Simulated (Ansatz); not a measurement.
The cluster SnTe₂. Total charge 0; singlet. Geometry PBE-D4/def2-SVP, basis def2-TZVP, Ansatz.

```tsv
atom	x (Å)	y (Å)	z (Å)
Sn1	0.003	-0.003	0.002
Te2	-0.379	-1.968	-1.572
Te3	0.375	1.970	1.570
```

```
run  HOMO (eV)  LUMO (eV)
  A      -6.02      -3.75
  B      -6.83      -3.12
  C      -5.77      -3.82
  D      -5.57      -3.70
  E      -6.66      -3.14
```

In the def2 sets Sn, Te take a core potential; there is no spin–orbit coupling. Another isomer (singlet) lies 0.61 eV lower at PBE0-D4/def2-TZVP; other spin states weren't run for this one.

Problem. The runs used BLYP, PBE, PBE0, r2SCAN, r2SCAN0. Estimate which is which.

Solution. A r2SCAN (0 % exact exchange); B r2SCAN0 (25 % exact exchange); C PBE (0 % exact exchange); D BLYP (0 % exact exchange); E PBE0 (25 % exact exchange). Exact exchange lowers occupied and raises empty levels; among semilocal functionals meta-GGAs tend to open the gap a little, and such runs are hard to tell apart. The gap grows from 1.87 eV (BLYP) to 3.71 eV (r2SCAN0).
